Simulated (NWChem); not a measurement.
**Total energies of CH$_{3}$OS**

SMILES: C[S]=O
```xyz
6

C      0.3118    -1.3914     0.0000
S     -0.5096     0.2193     0.0000
O      0.6088     1.2468     0.0000
H      0.9381    -1.4816    -0.8994
H     -0.4630    -2.1725     0.0000
H      0.9381    -1.4816     0.8994
```
Charge 0, spin multiplicity 2.

All runs are NWChem calculations. The geometry was optimised at UPBE0/def2-SVP, a minimum by its harmonic frequencies.

Basis set: cc-pVTZ (136 functions).

```
method                         total energy (Ha)  relative cost
-----------------------------  -----------------  -------------
UHF                                   -512.02676              1
UMP2                                  -512.59405        under 3
UB2PLYP                               -513.13233        under 3
UPBE                                  -513.04669        under 3
UB3LYP                                -513.36599        under 3
ULC-wPBE (omega 0.3 per bohr)         -513.10442              7
```

Total energies of different functionals aren't comparable as a measure of quality: only differences taken within one method are. The cost column gives rough processor time relative to UHF; each entry includes its own SCF.

The correlated methods keep 7 core orbitals frozen. B3LYP has NWChem's definition, with VWN1-RPA local correlation. GW and range-separated runs recompute their integrals, the others keep them in memory, which bears on the times. The structure started from a generated list of species. The unpaired electrons of the parent sit in orbitals of symmetry a" (Cs labels of the run); other states weren't searched. No SCF solution was tested for a lower state. Open-shell Hartree-Fock references start from PBE0 orbitals; any time given for them includes that run.
